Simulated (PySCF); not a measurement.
Ionisation energy of Ca⁺ by level of theory

Ca⁺ [Ar] 4s1 (2S) → Ca²⁺ [Ar] (1S), as a difference of total energies. Computed with PySCF 2.14 in cc-pVDZ-X2C, with the spin-free X2C one-electron Hamiltonian (Gaussian nucleus). The calculations carry no spin-orbit coupling.

| method | ionisation energy (eV) |
| --- | --- |
| UHF | 11.348 |
| BP86 | 11.992 |
| PBE0 | 11.882 |

Question: Which method comes closest to the reference value, and which is furthest?

Answer: The reference is 11.872 eV (measured; NIST Atomic Spectra Database, ionization energies). Closest: PBE0 (error 0.010 eV); furthest: UHF (error -0.524 eV).
